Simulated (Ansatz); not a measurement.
Abridged output of a molecular run in Ansatz:

```
Functional definition: HF
1465 factors; integrals over basis functions are off by at most 1.2e-3 eV
mean field evaluation 1: about -15124.6225 eV, gradient 3.1e1 eV
mean field evaluation 2: about -15124.9268 eV, gradient 3.1e1 eV
mean field evaluation 4: about -15127.6859 eV, gradient 4.3e0 eV
mean field evaluation 8: about -15127.7446 eV, gradient 3.3e-1 eV
mean field -15127.74533436 eV, -555.9343870836 hartree, gradient 5.1e-6 eV, S^2 0.000000; 0 other end points of the search recorded, 0 dependent functions left out
9 core orbitals not correlated: weight in the atoms' cores, before any rotation towards them, 1.000 or more for the frozen orbitals, at most 0.000 for the correlated occupied ones
reference -15127.74533436 eV, -555.9343870836 hartree; 14, 14 occupied and 227, 227 virtual orbitals, 1465 factors
second order -22.55527178 eV of doubles, -0.00000000 eV of singles
cycle   1  -22.89247815 eV  change   -3.4e-1 eV  update   1.1e-1
cycle   2  -23.47682680 eV  change   -5.8e-1 eV  update   3.2e-2
cycle   3  -23.60726171 eV  change   -1.3e-1 eV  update   1.8e-2
cycle   4  -23.59638976 eV  change    1.1e-2 eV  update   5.0e-3
cycle   5  -23.59418008 eV  change    2.2e-3 eV  update   2.9e-3
cycle   6  -23.59491094 eV  change   -7.3e-4 eV  update   9.4e-4
cycle   7  -23.59449366 eV  change    4.2e-4 eV  update   4.8e-4
cycle   8  -23.59441740 eV  change    7.6e-5 eV  update   2.0e-4
cycle   9  -23.59449362 eV  change   -7.6e-5 eV  update   9.8e-5
cycle  10  -23.59446889 eV  change    2.5e-5 eV  update   3.4e-5
perturbative correction -1.14255146 eV, -0.0419879917 hartree
Total energy: -15152.48235471 eV, -556.8434558141 hartree
```

Its atoms:

```xyz
11

B    -1.0298    0.2646   -1.2797
S    -0.2145    1.9438   -1.2808
C     0.5226    0.5202   -0.5289
C     0.2015    0.1747    0.7631
N     0.7716   -0.8013    1.4705
H    -0.8586   -0.4946   -2.1913
H    -1.9964    0.1384   -0.5797
H     1.3390    0.0130   -1.0336
H    -0.5777    0.7356    1.2678
H     0.3649   -1.1081    2.3349
H     1.4774   -1.3864    1.0577
```

Problem. Which basis set was used?
A. cc-pV(D+d)Z
B. def2-SVP
C. def2-TZVPP
D. def2-TZVPPD

Solution. C. It gives 250 functions.

Problem. Write the keys of the input that set method, charge and spin (a neutral closed shell needs none for the last two).

Solution. 
```yaml
correlation: {method: ccsd_t}
```
